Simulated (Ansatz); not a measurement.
Mulliken charges of `C[B]1[CH2][Al]1[Cl]` from ωB97M-V/def2-TZVPP in Ansatz (PBE0-D4/def2-TZVP geometry).

```tsv
atom	x (Å)	y (Å)	z (Å)	charge (e)
C1	-1.197	-1.237	0.390	-0.342
B2	-0.236	-0.085	-0.016	0.147
C3	1.182	0.219	0.179	-0.337
Al4	0.032	1.645	-0.936	0.162
Cl5	1.000	3.360	-1.667	-0.196
H6	-0.670	-2.011	0.957	0.102
H7	-2.022	-0.873	1.009	0.112
H8	-1.648	-1.712	-0.486	0.112
H9	1.785	1.085	-0.154	0.124
H10	1.857	-0.441	0.728	0.115
```

Question: By hand: the dipole of these point charges (1 e Å = 4.8032 D).

Answer: Σ q r = (-0.259, -0.466, 0.200) e Å, of length 0.569 e Å = 2.73 D.

Question: How does the dipole of the full density compare? (An estimate is asked.)

Answer: The calculation gave: (-0.087, -0.013, -0.015) e Å, 0.43 D; the point charges give 6.35 times that, at 60° from its direction.

Point charges leave out the atoms' own dipoles, such as those of lone pairs, and Mulliken's split depends on the basis, so the two needn't agree.
